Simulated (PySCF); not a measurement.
Si(H)2(OH)(SMe) (CH₆OSSi), SMILES S([SiH2]O)C. Coordinates come from a PBE-D3(BJ)/def2-SVP optimisation. This is a generated structure with no PubChem entry under its InChIKey; it may be hypothetical. The values are those of a single conformer.

Computed equilibrium geometry at PBE-D3(BJ)/def2-SVP (PySCF confirms it by a frequency run) as a Z-matrix (one conformer of several):
```
Si
O 1 1.6816
H 2 0.9729 1 115.45
H 1 1.4941 2 104.89 3 -175.77
H 1 1.5094 4 113.05 2 -120.23
S 1 2.1521 4 105.42 5 -116.12
C 6 1.8390 1 100.76 4 161.70
H 7 1.1063 6 106.77 1 -166.69
H 7 1.1073 8 108.50 6 120.45
H 7 1.1079 8 108.71 9 119.40
```
